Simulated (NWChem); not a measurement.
System: C3H6OSi; SMILES [SiH3][C@@H]1C=CO1

```xyz
11

Si    -0.0071    -1.6181     0.1560
C      0.0731     0.1029    -0.6447
C      1.0411     1.0884    -0.0483
C     -0.0417     1.7383     0.4113
O     -1.0138     0.9243    -0.1064
H      1.2023    -2.4004    -0.2455
H     -0.0350    -1.4493     1.6367
H     -1.2264    -2.3463    -0.3056
H      0.0145     0.0740    -1.7463
H      2.1209     1.1934     0.0000
H     -0.3010     2.6094     1.0174
```
Atoms are numbered in this order, from 1.

Program: NWChem. Pople sets run with spherical d functions. The geometry was optimised at PBE0/def2-SVP. Ions are spin-unrestricted doublets at the neutral geometry. Hybrids' shares of exact exchange are those that their runs print; pure functionals count as 0. The functionals differ in more than this share.

```csv
row,share of exact exchange,ΔSCF ionisation energy minus −ε(HOMO) (eV)
PBE/6-31G*,0.00,3.48
B3LYP/6-31G*,0.20,withheld
M06-2X/6-31G*,0.54,1.19
Hartree-Fock/6-31G*,1.00,-1.42
```

### Question
Fit a straight line of the last column on the one before it, predict the withheld value, and compare with the run.

### Answer

1. Means of the 3 shown rows: x = 0.513, y = 1.083. Slope Σ(x − x̄)(y − ȳ)/Σ(x − x̄)² = -2.446/0.5011 = -4.881; intercept 3.589.
2. The shown rows scatter about the line by 0.168 (root mean square); the largest residual is +0.24, at M06-2X/6-31G*.
3. At x = 0.20 (B3LYP/6-31G*; inside the shown range) the line gives 2.61.
4. The run gives 2.57, -0.04 from the line, 0.2 times the scatter. The line crosses zero at a share of 0.74.
